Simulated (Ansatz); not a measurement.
The cluster Be2Cl4, relaxed as a singlet with RKS r2SCAN-D4/def2-SVP in Ansatz, starting from the GFN1-xTB geometry. Force threshold 0.02 eV/Å.

The structure comes from a short search, and lower isomers may exist.

Start:

Cartesian coordinates in Å:
```
Be 0.551 -0.774 1.376
Be -0.775 0.955 -1.747
Cl 0.442 -2.645 1.546
Cl -0.464 -0.097 -0.286
Cl -1.118 1.933 -3.224
Cl 1.365 0.630 2.336
```

```tsv
step	energy (eV)	largest force component (eV/Å)	SCF passes
1	-50880.4152	1.295	23
2	-50880.5651	0.923	28
3	-50880.7270	0.433	27
4	-50880.8046	0.180	27
5	-50880.8433	0.292	26
6	-50880.8689	0.410	26
7	-50880.9161	0.159	27
8	-50880.9682	0.241	27
9	-50881.0403	0.378	28
10	-50881.1486	0.556	28
11	-50881.3575	0.900	27
12	-50881.6557	0.862	32
13	-50881.8465	0.797	33
14	-50881.9230	0.056	28
15	-50881.9233	0.007	29
```

Force components are those of the run's own axes.

End:

```
atom   x (Å)   y (Å)   z (Å)
 Be1   0.252  -0.940   0.895
 Be2  -0.256   0.941  -0.892
 Cl3   0.616  -2.254   2.132
 Cl4  -0.840  -1.012  -0.826
 Cl5  -0.599   2.248  -2.143
 Cl6   0.826   1.016   0.834
```

Bonds formed: Be2–Cl6 (atoms count from 1). The end is the same structure that another start reached, the lowest one found.

No frequencies were taken in this run, so the end may be a saddle point.

It took 51 s on 4 threads of Arm Neoverse N1 on a shared host.
